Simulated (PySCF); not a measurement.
Geometry:
```json
{"atom": "C1", "x (Å)": "-0.179", "y (Å)": "-1.240", "z (Å)": "-1.409"}
{"atom": "Si2", "x (Å)": "-0.001", "y (Å)": "0.000", "z (Å)": "-0.001"}
{"atom": "C3", "x (Å)": "-0.055", "y (Å)": "1.751", "z (Å)": "-0.697"}
{"atom": "C4", "x (Å)": "-1.413", "y (Å)": "-0.231", "z (Å)": "1.225"}
{"atom": "C5", "x (Å)": "1.644", "y (Å)": "-0.275", "z (Å)": "0.876"}
{"atom": "H6", "x (Å)": "-1.134", "y (Å)": "-1.101", "z (Å)": "-1.941"}
{"atom": "H7", "x (Å)": "-0.152", "y (Å)": "-2.275", "z (Å)": "-1.032"}
{"atom": "H8", "x (Å)": "0.634", "y (Å)": "-1.128", "z (Å)": "-2.143"}
{"atom": "H9", "x (Å)": "0.043", "y (Å)": "2.500", "z (Å)": "0.105"}
{"atom": "H10", "x (Å)": "-1.005", "y (Å)": "1.940", "z (Å)": "-1.221"}
{"atom": "H11", "x (Å)": "0.764", "y (Å)": "1.918", "z (Å)": "-1.415"}
{"atom": "H12", "x (Å)": "-2.390", "y (Å)": "-0.073", "z (Å)": "0.740"}
{"atom": "H13", "x (Å)": "-1.408", "y (Å)": "-1.247", "z (Å)": "1.650"}
{"atom": "H14", "x (Å)": "-1.333", "y (Å)": "0.484", "z (Å)": "2.060"}
{"atom": "H15", "x (Å)": "1.706", "y (Å)": "-1.292", "z (Å)": "1.295"}
{"atom": "H16", "x (Å)": "2.490", "y (Å)": "-0.144", "z (Å)": "0.183"}
{"atom": "H17", "x (Å)": "1.776", "y (Å)": "0.438", "z (Å)": "1.705"}
```

Geometry: PBE0-D3(BJ)/def2-SVP; GIAO absolute shieldings from PySCF, gas phase, non-relativistic, averaged over equivalent atoms.

At PBE0/6-31G* (98 basis functions, of the order of 7 core-seconds):
```tsv
atoms	σ (ppm)
C1/C3/C4/C5	194.1
Si2	418.1
H6/H7/H8/H9/H10/H11/H12/H13/H14/H15/H16/H17	31.96
```

What do these become at PBE0/pcSseg-1?

## Answers


| atoms | σ at PBE0/pcSseg-1 | change |
| --- | --- | --- |
| C1/C3/C4/C5 | 184.4 | -9.7 |
| Si2 | 352.0 | -66.1 |
| H6/H7/H8/H9/H10/H11/H12/H13/H14/H15/H16/H17 | 31.27 | -0.69 |

The largest change is at Si2 (silicon bonded to 4 C). Cost: 152 basis functions, of the order of 12 core-seconds.
